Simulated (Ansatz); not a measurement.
`CO[Si](F)(F)C#N` + `C#N` → `N#C[Si](F)(F)C#N` + CH₃OH at 298.15 K and 1 bar (formal exchange of groups at the Si–O bond).

Computed with Ansatz on PBE0-D4/def2-TZVP structures; ΔE is electronic, products minus reactants. CCSD(T)/CBS is the MP2 limit (def2-TZVPP, def2-QZVPP) plus CCSD(T) − MP2 in def2-TZVPP, frozen cores. This one scheme is used for every species. Each species was taken in one conformer, which may not be the lowest.

```json
{"species": "`CO[Si](F)(F)C#N`", "CCSD(T)/CBS energy (Eh)": "-696.62572", "H − E (kJ/mol)": "177.4", "S (J/(mol·K))": "387.8"}
{"species": "`C#N`", "CCSD(T)/CBS energy (Eh)": "-93.32098", "H − E (kJ/mol)": "52.4", "S (J/(mol·K))": "201.2"}
{"species": "`N#C[Si](F)(F)C#N`", "CCSD(T)/CBS energy (Eh)": "-674.28873", "H − E (kJ/mol)": "84.4", "S (J/(mol·K))": "355.1"}
{"species": "CH₃OH", "CCSD(T)/CBS energy (Eh)": "-115.61712", "H − E (kJ/mol)": "146.3", "S (J/(mol·K))": "238.2"}
```

H − E and S are ideal-gas, rigid-rotor, harmonic terms from PBE0-D4/def2-TZVP, for one conformer and one mirror image of each species. 1 Eh = 2625.50 kJ/mol, R = 8.31446 J/(mol·K).

Question: By hand: ΔE, ΔH, ΔS and ΔG.

Answer: ΔE = (-674.28873) + (-115.61712) − (-696.62572) − (-93.32098) = 0.04085 Eh = 107.3 kJ/mol. Δ(H − E) = 84.4 + 146.3 − 177.4 − 52.4 = 0.9, so ΔH = 108.2 kJ/mol. ΔS = 355.1 + 238.2 − 387.8 − 201.2 = 4.3 J/(mol·K). ΔG = 108.2 − 298.15 × (4.3)/1000 = 106.9 kJ/mol.

Question: By hand: the equilibrium constant, and the temperature at which ΔG would vanish if ΔH and ΔS stayed fixed.

Answer: log₁₀ K = −ΔG/(RT ln 10) = -18.7. ΔG = 0 at ΔH/ΔS = 25163 K, far beyond where these terms or the molecules hold.

The number of gas molecules stays the same, so ΔS is small and ΔH decides. A doubt of 5 kJ/mol in ΔE shifts log₁₀ K by 0.9 here. Other conformers and mirror images would add mixing entropy, several J/(mol·K) or more a flexible species. Modes under 60 cm⁻¹, often nearly free rotors, make the harmonic entropy too high. These are equilibria of isolated gas molecules and say nothing of rates. Largest T1 diagnostic: 0.014 (customary marks: 0.02 for closed shells, 0.045 for open ones).
